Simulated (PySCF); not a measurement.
How methods differ on the ionisation energy of Zn⁺

Zn⁺ [Ar] 3d10 4s1 (2S) → Zn²⁺ [Ar] 3d10 (1S), as a difference of total energies. Calculation: PySCF 2.14, in cc-pVDZ-DK; the spin-free X2C one-electron Hamiltonian (Gaussian nucleus). Correlated levels: valence: [Ar] frozen. The calculations carry no spin-orbit coupling.

Question: Order these methods by the ionisation energy they give, lowest first.
A. CCSD(T) (valence)
B. M06-L
C. r2SCAN
D. MP2 (valence)

Answer: A (17.616 eV), D (17.665 eV), B (17.942 eV), C (18.524 eV).

Errors of the correlated levels include the incompleteness of this basis and the frozen core.

For comparison: 17.964 eV (measured; NIST Atomic Spectra Database, ionization energies).
